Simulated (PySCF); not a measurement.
C4H12OSi, SMILES CC[Si@H](C)OC.

Geometry optimised at ωB97X-D3(BJ)/def2-SVP. The structure was generated by enumeration; whether it is a known compound was not checked. Other conformers were not sampled.

Method: SMD-M06-2X/def2-SVP (PySCF).

Solvation free energies are E(SMD) − E(gas) at the gas-phase geometry, for 1 M in both phases. In vacuum the dipole moment is 1.67 D.

```csv
solvent,ΔG(solv) (kcal/mol),its non-electrostatic (CDS) part,dipole (D)
water,0.4,4.9,2.42
methanol,-3.5,0.8,2.39
dimethylsulfoxide,___,___,___
```

Task: What belongs in the gaps? (Estimate from the structure and the level; the computed values follow.)

Result: 
- dimethylsulfoxide, ΔG(solv) (kcal/mol): -1.5
- dimethylsulfoxide, its non-electrostatic (CDS) part: 1.3
- dimethylsulfoxide, dipole (D): 2.24
